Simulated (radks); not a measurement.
Results of a calculation; reference values are marked as such.
Task: Neutral rhenium, [Xe] 4f14 5d5 6s2. Level of theory: non-relativistic Kohn-Sham, PBE, spin-polarised, spherical densities, point nucleus (a radial shooting solver on a logarithmic mesh with Libxc functionals). Every spin shell is full or empty, so the densities are truly spherical. Functionals are evaluated on that one density, not self-consistently. Rank these orbital-free kinetic functionals by their error against the exact value of the orbitals, and give that value: Thomas-Fermi, TF + vW/9, TF + vW/5, LC94, APBEK, revAPBEK, Perdew 92, Thakkar, Pearson, LKT, PG1, Ernzerhof.

Result: Exact: 15784.2 hartree. From best to worst, with 100 (|E| - |E exact|)/|E exact| (equal figures are ties): LC94 -0.01, APBEK +0.02, revAPBEK +0.16, Ernzerhof -0.51, Perdew 92 -0.72, TF + vW/9 -0.72, Thakkar -0.79, Pearson -0.89, TF + vW/5 +2.49, Thomas-Fermi -4.75, PG1 +12.70, LKT +16.29.
